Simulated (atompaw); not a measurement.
An all-electron radial function and its pseudo partner (strontium (Sr))

Columns: radius, all-electron u(r) and pseudo u(r) of the 4s shell (level -47.23 eV) of strontium in the configuration [Ar] 3d10 4s2 4p6 4d0 5s1 5p0; PBE, scalar-relativistic, PAW (atompaw) scheme, atompaw 4.2.0.5.

```json
{"r (bohr)": "0.115", "all-electron": "0.3235", "pseudo": "0.1729"}
{"r (bohr)": "0.231", "all-electron": "-0.1498", "pseudo": "0.3417"}
{"r (bohr)": "0.346", "all-electron": "-0.5020", "pseudo": "0.4983"}
{"r (bohr)": "0.462", "all-electron": "-0.3911", "pseudo": "0.6404"}
{"r (bohr)": "0.577", "all-electron": "-0.0534", "pseudo": "0.7613"}
{"r (bohr)": "0.692", "all-electron": "0.3121", "pseudo": "0.8588"}
{"r (bohr)": "0.808", "all-electron": "0.6138", "pseudo": "0.9311"}
{"r (bohr)": "0.923", "all-electron": "0.8197", "pseudo": "0.9757"}
{"r (bohr)": "1.038", "all-electron": "0.9380", "pseudo": "0.9937"}
{"r (bohr)": "1.154", "all-electron": "0.9847", "pseudo": "0.9866"}
{"r (bohr)": "1.269", "all-electron": "0.9772", "pseudo": "0.9572"}
{"r (bohr)": "1.385", "all-electron": "0.9326", "pseudo": "0.9089"}
{"r (bohr)": "1.500", "all-electron": "0.8656", "pseudo": "0.8468"}
{"r (bohr)": "1.615", "all-electron": "0.7866", "pseudo": "0.7750"}
{"r (bohr)": "1.731", "all-electron": "0.7024", "pseudo": "0.6970"}
{"r (bohr)": "1.846", "all-electron": "0.6198", "pseudo": "0.6180"}
{"r (bohr)": "1.962", "all-electron": "0.5405", "pseudo": "0.5403"}
{"r (bohr)": "2.077", "all-electron": "0.4680", "pseudo": "0.4680"}
{"r (bohr)": "2.192", "all-electron": "0.4024", "pseudo": "0.4024"}
{"r (bohr)": "2.308", "all-electron": "0.3435", "pseudo": "0.3435"}
{"r (bohr)": "2.423", "all-electron": "0.2923", "pseudo": "0.2923"}
{"r (bohr)": "2.538", "all-electron": "0.2477", "pseudo": "0.2477"}
{"r (bohr)": "2.654", "all-electron": "0.2088", "pseudo": "0.2088"}
{"r (bohr)": "2.769", "all-electron": "0.1758", "pseudo": "0.1758"}
{"r (bohr)": "2.885", "all-electron": "0.1474", "pseudo": "0.1474"}
{"r (bohr)": "3.000", "all-electron": "0.1235", "pseudo": "0.1235"}
```

How many radial nodes do the two functions have?

The all-electron 4s function has n − l − 1 = 3 (the table is too coarse to show those close to the nucleus); the pseudo-wave has 0, since the states of the same l below it are removed with the core.

At about which radius was the pseudo-wave matched?

2.10 bohr. The columns agree to 0.0005 from 1.96 bohr on; several derivatives are matched, so the curves merge somewhat inside the radius.

Is the pseudo-wave norm-conserving?

No, it belongs to a PAW set: the norm inside the radius is not constrained, and the difference is carried by the augmentation charge.
